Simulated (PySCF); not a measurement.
Species: `CS[SiH2]OC(C)(C)CO`. The columns A, B, C and D hold Mulliken, IAO, Hirshfeld and ESP-fitted charges (e) of one PBE0/pcSseg-1 density (PySCF), in a shuffled order. Coordinates in Å (GFN2-xTB); the density's dipole moment is (-2.71, -3.31, 0.81) D.

```json
{"atom": "C1", "x": "4.180", "y": "-0.044", "z": "-0.668", "A": "-0.506", "B": "-0.416", "C": "-0.122", "D": "-0.356"}
{"atom": "S2", "x": "2.878", "y": "1.132", "z": "-0.206", "A": "-0.214", "B": "-0.327", "C": "-0.133", "D": "-0.295"}
{"atom": "Si3", "x": "1.249", "y": "-0.252", "z": "-0.282", "A": "+0.939", "B": "+0.823", "C": "+0.325", "D": "+0.359"}
{"atom": "O4", "x": "0.047", "y": "0.722", "z": "0.144", "A": "-0.636", "B": "-0.603", "C": "-0.206", "D": "-0.378"}
{"atom": "C5", "x": "-1.322", "y": "0.434", "z": "0.156", "A": "+0.244", "B": "-0.200", "C": "+0.095", "D": "+0.695"}
{"atom": "C6", "x": "-1.891", "y": "0.642", "z": "-1.246", "A": "-0.434", "B": "-0.163", "C": "-0.130", "D": "-0.489"}
{"atom": "C7", "x": "-1.981", "y": "1.375", "z": "1.166", "A": "-0.426", "B": "-0.153", "C": "-0.122", "D": "-0.657"}
{"atom": "C8", "x": "-1.519", "y": "-1.024", "z": "0.592", "A": "-0.074", "B": "+0.096", "C": "-0.003", "D": "-0.025"}
{"atom": "O9", "x": "-0.838", "y": "-1.841", "z": "-0.327", "A": "-0.523", "B": "-0.449", "C": "-0.164", "D": "-0.608"}
{"atom": "H10", "x": "4.236", "y": "-0.836", "z": "0.073", "A": "+0.149", "B": "+0.144", "C": "+0.040", "D": "+0.130"}
{"atom": "H11", "x": "3.965", "y": "-0.461", "z": "-1.645", "A": "+0.150", "B": "+0.146", "C": "+0.041", "D": "+0.127"}
{"atom": "H12", "x": "5.116", "y": "0.503", "z": "-0.696", "A": "+0.169", "B": "+0.158", "C": "+0.050", "D": "+0.185"}
{"atom": "H13", "x": "1.568", "y": "-1.290", "z": "0.703", "A": "-0.178", "B": "-0.138", "C": "-0.100", "D": "-0.069"}
{"atom": "H14", "x": "1.211", "y": "-0.790", "z": "-1.637", "A": "-0.163", "B": "-0.105", "C": "-0.091", "D": "-0.046"}
{"atom": "H15", "x": "-1.442", "y": "-0.080", "z": "-1.922", "A": "+0.153", "B": "+0.130", "C": "+0.036", "D": "+0.142"}
{"atom": "H16", "x": "-2.970", "y": "0.510", "z": "-1.243", "A": "+0.138", "B": "+0.105", "C": "+0.042", "D": "+0.118"}
{"atom": "H17", "x": "-1.651", "y": "1.645", "z": "-1.588", "A": "+0.151", "B": "+0.125", "C": "+0.045", "D": "+0.125"}
{"atom": "H18", "x": "-3.048", "y": "1.180", "z": "1.232", "A": "+0.138", "B": "+0.103", "C": "+0.043", "D": "+0.144"}
{"atom": "H19", "x": "-1.822", "y": "2.403", "z": "0.855", "A": "+0.156", "B": "+0.129", "C": "+0.049", "D": "+0.182"}
{"atom": "H20", "x": "-1.531", "y": "1.239", "z": "2.146", "A": "+0.146", "B": "+0.117", "C": "+0.043", "D": "+0.155"}
{"atom": "H21", "x": "-1.103", "y": "-1.141", "z": "1.599", "A": "+0.127", "B": "+0.116", "C": "+0.038", "D": "+0.053"}
{"atom": "H22", "x": "-2.588", "y": "-1.267", "z": "0.613", "A": "+0.130", "B": "+0.116", "C": "+0.041", "D": "+0.068"}
{"atom": "H23", "x": "-0.749", "y": "-2.730", "z": "0.029", "A": "+0.364", "B": "+0.246", "C": "+0.183", "D": "+0.441"}
```

Q: Which column most likely holds the ESP-fitted charges?

A: D. Σ q r misses the density's dipole by 0.07 D (D), 0.47 D (A), 1.49 D (C), 1.97 D (B). Charges fitted to the outside potential are the only set here that is tied to the molecule's multipoles.

Q: And the Hirshfeld charges?

A: C. The mean sizes are 0.093 e (C), 0.222 e (B), 0.254 e (D), 0.274 e (A), and Hirshfeld charges are commonly the smallest of these schemes.

As computed, A = IAO, B = Mulliken, C = Hirshfeld, D = ESP-fitted. Hydrogens on carbon: IAO +0.13 to +0.17, Mulliken +0.10 to +0.16, Hirshfeld +0.04 to +0.05, ESP-fitted +0.05 to +0.18 e.

The ESP scheme is a least-squares fit of atom-centred charges to the potential on four shells outside the van der Waals surface, with the total charge fixed. The Hirshfeld scheme weights the molecular density at each point by an atom's share of the summed free-atom densities.

Geometry: GFN2-xTB, one conformer, isolated molecule.
